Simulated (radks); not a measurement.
Species: Lu2+. Configuration: [Kr] 4d10 4f14 5s1 5p6 6s2 (not the ground configuration). Method: Dirac Kohn-Sham, BLYP, spin-unpolarised, spherical densities, point nucleus; computed with a radial shooting solver on a logarithmic mesh with Libxc functionals.

Spin-orbit splittings of the eigenvalues, e(l+1/2) - e(l-1/2), with zeta = 2 splitting/(2l+1) and mean radii in bohr:

| shell | occ. | splitting (eV) | zeta (eV) | <r> j=l-1/2 | <r> j=l+1/2 |
|---|---|---|---|---|---|
| 2p | 6 | 1118 | 745.4 | 0.06740 | 0.07501 |
| 3p | 6 | 238.5 | 159.0 | 0.2020 | 0.2162 |
| 3d | 10 | 52.07 | 20.83 | 0.1898 | 0.1942 |
| 4p | 6 | 54.24 | 36.16 | 0.4851 | 0.5179 |
| 4d | 10 | 9.895 | 3.958 | 0.5412 | 0.5527 |
| 4f | 14 | 1.546 | 0.4416 | 0.6995 | 0.7124 |
| 5p | 6 | 7.405 | 4.937 | 1.281 | 1.381 |
| 5d | 0 | 0.6403 | 0.2561 | 1.978 | 2.028 |
| 6p | 0 | 0.9975 | 0.6650 | 3.428 | 3.636 |
